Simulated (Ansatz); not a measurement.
Steps of a relaxation of C2H7BGeO (`C[B]1O[CH2][GeH2]1`) with RKS PBE0-D4/def2-TZVP.

```sh
$ ansatz run in.yaml --threads 4 --pin off --events-out ev --progress --plain --max-ram 10444MiB
```

```yaml
crystal:
  periodic: [false, false, false]
  atoms:
    - {symbol: C, position_ang: [-1.852200, -0.117579, 1.050172]}
    - {symbol: B, position_ang: [-0.470903, 0.025699, 0.339737]}
    - {symbol: O, position_ang: [0.516517, 0.888263, 0.735011]}
    - {symbol: C, position_ang: [1.642898, 0.713155, -0.183820]}
    - {symbol: Ge, position_ang: [0.675042, -0.707176, -1.258227]}
    - {symbol: H, position_ang: [-1.987707, 0.614375, 1.872640]}
    - {symbol: H, position_ang: [-1.959470, -1.144809, 1.461732]}
    - {symbol: H, position_ang: [-2.678254, -0.000649, 0.316877]}
    - {symbol: H, position_ang: [2.539205, 0.396670, 0.386851]}
    - {symbol: H, position_ang: [1.856583, 1.675530, -0.691273]}
    - {symbol: H, position_ang: [0.417537, -0.304736, -2.738140]}
    - {symbol: H, position_ang: [1.377751, -2.093943, -1.257560]}
basis:
  gaussian: {orbitals: def2-TZVP}
hamiltonian: {xc: pbe0, dispersion: d4}
relax: {f_tol: 0.005, max_steps: 150}
```

Positions (Å) and forces (eV/Å) along the path, 10 of 12 steps:

```xyz
12
step=1 energy=-61419.0968 eV
C    -1.852   -0.118    1.050   -0.243   -0.041    0.103
B    -0.471    0.026    0.340    0.138    0.186    0.153
O     0.517    0.888    0.735   -0.087   -0.362   -0.380
C     1.643    0.713   -0.184    0.265    0.149    0.000
Ge    0.675   -0.707   -1.258    0.229    0.185    0.052
H    -1.988    0.614    1.873    0.045   -0.372   -0.393
H    -1.959   -1.145    1.462    0.046    0.487   -0.172
H    -2.678   -0.001    0.317    0.374   -0.037    0.361
H     2.539    0.397    0.387   -0.495    0.159   -0.261
H     1.857    1.676   -0.691   -0.146   -0.489    0.282
H     0.418   -0.305   -2.738    0.013   -0.072    0.238
H     1.378   -2.094   -1.258   -0.139    0.206    0.016
12
step=2 energy=-61419.1331 eV
C    -1.843   -0.119    1.044   -0.076   -0.018    0.034
B    -0.469    0.022    0.332    0.056    0.075    0.041
O     0.514    0.882    0.723   -0.017   -0.112   -0.117
C     1.641    0.711   -0.187    0.029    0.071    0.054
Ge    0.684   -0.698   -1.254    0.038    0.058    0.049
H    -1.974    0.600    1.862    0.022   -0.097   -0.109
H    -1.953   -1.135    1.450    0.016    0.136   -0.053
H    -2.665    0.005    0.325    0.112   -0.010    0.100
H     2.521    0.401    0.387   -0.141    0.033   -0.094
H     1.849    1.666   -0.683   -0.038   -0.152    0.068
H     0.411   -0.307   -2.720    0.011   -0.012    0.028
H     1.361   -2.083   -1.243   -0.012    0.027   -0.003
12
step=3 energy=-61419.1362 eV
C    -1.841   -0.118    1.043    0.000    0.000   -0.004
B    -0.470    0.023    0.330    0.005   -0.005    0.025
O     0.511    0.879    0.722    0.011   -0.009   -0.037
C     1.635    0.710   -0.187   -0.023   -0.001    0.027
Ge    0.686   -0.696   -1.251   -0.001    0.006   -0.017
H    -1.966    0.593    1.863    0.005    0.007    0.006
H    -1.952   -1.132    1.442    0.001   -0.007   -0.001
H    -2.661    0.013    0.331   -0.007    0.004   -0.004
H     2.512    0.399    0.381    0.009    0.000    0.009
H     1.841    1.660   -0.682    0.001    0.008   -0.005
H     0.418   -0.310   -2.717   -0.002    0.000   -0.006
H     1.364   -2.078   -1.240    0.000   -0.002    0.007
12
step=4 energy=-61419.1362 eV
C    -1.840   -0.118    1.043    0.003   -0.007    0.004
B    -0.470    0.021    0.330   -0.009    0.014   -0.009
O     0.509    0.881    0.718    0.010   -0.009   -0.003
C     1.635    0.710   -0.187   -0.017    0.011    0.005
Ge    0.686   -0.695   -1.253    0.005   -0.011    0.002
H    -1.963    0.592    1.865    0.002    0.003    0.004
H    -1.953   -1.133    1.440   -0.003   -0.004    0.000
H    -2.661    0.016    0.332   -0.002    0.003   -0.003
H     2.510    0.400    0.385    0.005   -0.004   -0.001
H     1.842    1.659   -0.683    0.004    0.007   -0.001
H     0.418   -0.310   -2.719    0.000    0.000    0.002
H     1.364   -2.077   -1.238    0.002   -0.003   -0.002
12
step=5 energy=-61419.1363 eV
C    -1.841   -0.118    1.043    0.001   -0.004    0.003
B    -0.470    0.021    0.329   -0.003    0.002   -0.003
O     0.509    0.880    0.719    0.000   -0.001    0.001
C     1.634    0.711   -0.187   -0.004    0.005    0.002
Ge    0.687   -0.696   -1.253    0.002   -0.003    0.001
H    -1.960    0.590    1.867    0.001    0.000    0.001
H    -1.955   -1.134    1.437   -0.002    0.000   -0.002
H    -2.662    0.021    0.333    0.000    0.003    0.000
H     2.511    0.401    0.384    0.002   -0.001   -0.002
H     1.840    1.661   -0.683    0.002    0.000    0.000
H     0.419   -0.312   -2.720    0.001   -0.001    0.000
H     1.365   -2.078   -1.236    0.000    0.000   -0.001
12
step=6 energy=-61419.1364 eV
C    -1.841   -0.118    1.044    0.000   -0.002    0.003
B    -0.471    0.021    0.329    0.002   -0.007   -0.002
O     0.509    0.879    0.719   -0.006    0.008    0.007
C     1.633    0.712   -0.188    0.007   -0.003   -0.005
Ge    0.687   -0.697   -1.253    0.001    0.002    0.000
H    -1.956    0.584    1.873   -0.001   -0.003   -0.002
H    -1.959   -1.137    1.430   -0.002    0.004   -0.003
H    -2.663    0.030    0.336    0.002    0.002    0.002
H     2.510    0.403    0.382   -0.001    0.001   -0.002
H     1.838    1.662   -0.684   -0.001   -0.003    0.001
H     0.422   -0.317   -2.721    0.000    0.000    0.000
H     1.367   -2.078   -1.233   -0.001    0.001    0.001
12
step=8 energy=-61419.1364 eV
C    -1.841   -0.119    1.045   -0.003   -0.005    0.005
B    -0.471    0.020    0.329    0.003   -0.003   -0.001
O     0.508    0.879    0.717   -0.004    0.008    0.005
C     1.631    0.715   -0.190    0.008   -0.007   -0.009
Ge    0.689   -0.699   -1.251    0.002    0.001    0.002
H    -1.944    0.568    1.888   -0.003   -0.006   -0.007
H    -1.973   -1.144    1.409   -0.002    0.010   -0.004
H    -2.662    0.057    0.342    0.008   -0.001    0.005
H     2.511    0.410    0.379   -0.003    0.002    0.002
H     1.832    1.664   -0.688   -0.003   -0.001    0.001
H     0.425   -0.327   -2.722   -0.002    0.001    0.001
H     1.373   -2.079   -1.223   -0.002    0.001    0.000
12
step=9 energy=-61419.1365 eV
C    -1.840   -0.120    1.045   -0.007   -0.007    0.007
B    -0.470    0.019    0.330    0.000    0.000    0.000
O     0.508    0.880    0.717    0.002    0.003   -0.001
C     1.631    0.717   -0.191    0.003   -0.003   -0.003
Ge    0.690   -0.701   -1.249   -0.007   -0.002    0.003
H    -1.941    0.561    1.894   -0.002   -0.008   -0.009
H    -1.980   -1.147    1.399    0.000    0.015   -0.005
H    -2.659    0.068    0.342    0.011   -0.002    0.007
H     2.511    0.414    0.378   -0.002    0.000    0.001
H     1.830    1.665   -0.691   -0.002    0.000    0.000
H     0.423   -0.332   -2.720    0.002    0.001    0.000
H     1.374   -2.080   -1.220    0.001    0.002   -0.001
12
step=11 energy=-61419.1365 eV
C    -1.840   -0.120    1.045   -0.003   -0.004    0.002
B    -0.469    0.018    0.332    0.000    0.004    0.002
O     0.508    0.882    0.717   -0.001   -0.004   -0.003
C     1.631    0.717   -0.192   -0.002    0.002    0.001
Ge    0.690   -0.702   -1.247    0.001   -0.002   -0.002
H    -1.941    0.557    1.897    0.000   -0.002   -0.003
H    -1.984   -1.148    1.394    0.001    0.005   -0.002
H    -2.656    0.073    0.342    0.003    0.000    0.002
H     2.511    0.416    0.378    0.000    0.000    0.000
H     1.829    1.665   -0.693    0.001    0.000    0.000
H     0.421   -0.333   -2.718   -0.001    0.001    0.000
H     1.376   -2.080   -1.220    0.000    0.000    0.001
12
step=12 energy=-61419.1365 eV
C    -1.840   -0.120    1.045    0.002    0.000   -0.001
B    -0.469    0.018    0.332   -0.002   -0.001    0.001
O     0.508    0.882    0.717    0.003    0.001   -0.001
C     1.631    0.717   -0.192    0.001    0.000    0.000
Ge    0.690   -0.702   -1.247    0.001   -0.001   -0.002
H    -1.940    0.557    1.897   -0.002    0.000    0.001
H    -1.984   -1.148    1.393   -0.002    0.000    0.001
H    -2.656    0.074    0.342   -0.002   -0.001    0.001
H     2.511    0.416    0.378    0.000    0.000    0.000
H     1.829    1.665   -0.693    0.000    0.000    0.000
H     0.421   -0.333   -2.718    0.000    0.000    0.000
H     1.376   -2.080   -1.220    0.000    0.000    0.000
```

Run time 42 s (4 threads of an AMD EPYC 7B13 on a shared host); peak host memory 0.66 GiB.
